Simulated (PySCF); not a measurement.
# KTe and its ions

r²SCAN; K def2-SVP, Te def2-SVP with ECP28; scalar-relativistic core potentials (PySCF 2.14). Neutral (UKS): doublet (π ↑), Re = 3.198 Å, ωe = 166 cm⁻¹, De = 2.25 eV, HOMO -3.37 eV, LUMO -2.84 eV.

KTe⁺ (UKS): triplet (π ↑↑), Re = 3.710 Å, ωe = 81.1 cm⁻¹, De = 0.40 eV to K⁺ + Te. The energies at the minima are -867.95731 hartree for KTe and -867.73401 for KTe⁺.

Question: Work out the adiabatic ionisation energy, without and with harmonic zero-point energies (1 hartree = 27.2114 eV, 1 eV = 8065.5 cm⁻¹), and the change of the bond length.

Answer: At r²SCAN: 0.22330 hartree = 6.076 eV between the minima; the zero-point term (81.1 − 166.0)/2 cm⁻¹ = -0.005 eV makes it 6.071 eV. Re changes by +51.2 pm against the neutral. The electron leaves a π orbital, and the ion is left as a loose complex of an ion and an atom.

Weak bonds: KTe⁺. Basis-set superposition, not corrected here, can be much of De in a small basis, most of all at correlated wavefunction levels. Spin–orbit coupling is left out, which matters for elements this heavy, above all for dissociation energies. For an ion De counts to the pair picked by the measured ionisation energies or electron affinities, which need not be the lowest pair at this level. States were picked by a PBE0 search and need not be the measured ground states.
